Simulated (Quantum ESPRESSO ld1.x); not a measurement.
Tm3+, configuration [Xe] 4f12.

All-electron calculation, non-relativistic Kohn-Sham, LDA (Slater exchange, VWN5 correlation), spin-polarised, spherical densities, point nucleus; open shells are filled with parallel spins first; relativity is left out, which matters for an element this heavy. Program: ld1.x of Quantum ESPRESSO 7.5.

Energy parts (hartree):
| part | energy |
|---|---|
| total | -12935.0309 |
| kinetic | 12929.9685 |
| electron-nucleus | -30713.9498 |
| Hartree | 5113.3816 |
| exchange-correlation | -264.4313 |

Orbitals (lengths in bohr, moments of r in powers of bohr; r(max) is where P^2 peaks):
orbital,occ.,eigenvalue (hartree),<r^2>,<r>,r(max),<r^4>
1s down,1,-2023.71,0.0006458,0.02198,0.01458,1.052e-06
1s up,1,-2023.71,0.0006458,0.02198,0.01458,1.052e-06
2s up,1,-328.323,0.01018,0.09319,0.07964,0.0001743
2s down,1,-328.320,0.01018,0.09319,0.07964,0.0001742
2p up,3,-313.772,0.007545,0.07890,0.06187,0.0001102
2p down,3,-313.770,0.007545,0.07890,0.06187,0.0001102
3s up,1,-74.1845,0.06485,0.2386,0.2202,0.006276
3s down,1,-74.1415,0.06482,0.2385,0.2202,0.006270
3p up,3,-67.5470,0.06028,0.2284,0.2079,0.005662
3p down,3,-67.5077,0.06024,0.2283,0.2079,0.005655
3d up,5,-55.1350,0.04743,0.2013,0.1647,0.003954
3d down,5,-55.1061,0.04739,0.2012,0.1647,0.003947
4s up,1,-15.1659,0.3240,0.5360,0.4989,0.1526
4s down,1,-15.0978,0.3242,0.5361,0.4989,0.1529
4p up,3,-12.4846,0.3392,0.5462,0.5016,0.1721
4p down,3,-12.4171,0.3395,0.5464,0.5016,0.1725
4d up,5,-7.64091,0.3795,0.5720,0.5025,0.2343
4d down,5,-7.57469,0.3802,0.5725,0.5025,0.2355
5s up,1,-2.75487,1.906,1.303,1.167,5.354
5s down,1,-2.73034,1.921,1.308,1.171,5.446
5p up,3,-2.01822,2.380,1.451,1.270,8.621
5p down,3,-1.99879,2.404,1.458,1.275,8.807
4f up,7,-1.53578,0.6581,0.7156,0.4826,1.113
4f down,5,-1.47577,0.6748,0.7229,0.4834,1.191

The highest occupied level is 4f down at -40.158 eV. Summed over all electrons, <r^2> = 33.68 bohr^2, which gives a Langevin (diamagnetic) susceptibility term of -26.7 x 10^-6 cm^3/mol.

Run on one thread of a shared host, so times are rough (Intel(R) Xeon(R) Processor @ 2.60GHz): 0.66 s of CPU time, 0.7 s wall, 31 iterations on 1981 mesh points.
